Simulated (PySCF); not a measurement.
Two-dimensional NMR puzzle

Compound of formula C7H6ClF. Correlations simulated from computed shifts and the bond graph:

HSQC (one-bond C–H):
```tsv
δH	δC
7.49	136.2
7.39	122.9
7.13	119.5
2.43	23.1
```

COSY cross peaks (H two or three bonds apart, from the bond graph; peaks can be absent where the dihedral angle is near 90°):
```tsv
δH	δH
7.49	7.13
```

HMBC (two and three bonds, from the bond graph):
```tsv
δH	δC
7.49	171.2, 146.4, 137.6, 119.5, 23.1
7.39	171.2, 146.4, 137.6, 119.5
7.13	171.2, 137.6, 136.2, 122.9
2.43	146.4, 137.6, 136.2
```

Carbons without hydrogens: δ 171.2, 146.4, 137.6.

[PySCF 2.14.0 with density-fitted response routines: shielding tensors at PBE0/pcSseg-1 (GIAO); structure optimised with GFN2-xTB; no solvent; relativity neglected; single conformer; equivalent nuclei averaged]

δ = σ(ref) − σ, references computed at the same level: 1H and 13C vs TMS.

Exchangeable hydrogens are left out of these lists.

Which molecule is this?

Answers

SMILES Cc1ccc(F)cc1Cl.

Structure with atom numbers: `[CH3:1][c:2]1[cH:3][cH:4][c:5]([F:6])[cH:7][c:8]1[Cl:9]`; H(Xn) means a hydrogen on atom n.

- δC 171.2 is C5, an aromatic carbon bearing fluorine.
- δC 146.4 is C8, an aromatic carbon bearing chlorine.
- δC 137.6 is C2, a substituted aromatic carbon.
- δC 136.2 is C3, an aromatic CH (δH 7.49).
- δC 122.9 is C7, an aromatic CH (δH 7.39).
- δC 119.5 is C4, an aromatic CH (δH 7.13).
- δC 23.1 is C1, a methyl carbon on an aromatic ring (δH 2.43).
- HMBC from δH 7.49 reaches the proton-free carbons C5, C8, C2.
- HMBC from δH 7.39 reaches the proton-free carbons C5, C8, C2.
- HMBC from δH 7.13 reaches the proton-free carbons C5, C2.
- HMBC from δH 2.43 reaches the proton-free carbons C8, C2.
- COSY links 7.49–7.13.

The shifts were computed for this structure.

Carbons that carry Cl, above all several Cl atoms, come out too deshielded, partly because spin–orbit coupling is missing. Shifts are as computed. Against solution values, carbons near 30 ppm lie about +3 ppm off and those near 130 ppm about +5 ppm; carbons on Cl a further +6 ppm. Of 1211 compounds with measured shifts, 218 miss one by over three times the rms of a fit or turn the order of signals round; such compounds aren't used in these exercises.
